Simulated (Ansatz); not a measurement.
Cu(PH3)(SH) (CuPH₄S). Total charge 0; triplet. Geometry PBE-D4/def2-TZVP, that of the neutral singlet; atoms count from 1.

Cartesian coordinates in Å:
```
Cu -0.618 0.613 -0.323
P 0.836 -0.945 0.057
H 2.112 -0.621 0.597
H 1.291 -1.737 -1.032
H 0.530 -2.012 0.946
S -2.060 2.127 -0.763
H -2.090 2.574 0.517
```

At PBE0-D4/def2-TZVP a singlet of charge 0 lies 4.30 eV below the triplet at the same geometry.

(1) Estimate the Mulliken populations from the PBE0/def2-TZVP orbitals of Ansatz.

(2) Where does the spin sit?

(3) And the Mayer bond orders between heavy atoms (over 0.3)?

Results:

(1) 
| atom | charge (e) | spin (α − β) | d electrons |
| --- | --- | --- | --- |
| Cu1 | 0.05 | 0.53 | 9.60 |
| P2 | -0.31 | 0.44 | – |
| H3 | 0.06 | 0.08 | – |
| H4 | 0.04 | 0.13 | – |
| H5 | 0.08 | 0.02 | – |
| S6 | -0.10 | 0.76 | – |
| H7 | 0.18 | 0.03 | – |
Mulliken values depend strongly on the basis.

(2) Summed by element: Cu 0.53, P 0.44, H 0.27, S 0.76, of 2 unpaired in all. Largest on single atoms: S6 0.76, Cu1 0.53, P2 0.44.

(3) Cu1–P2 1.13 (2.16 Å); Cu1–S6 1.14 (2.14 Å).
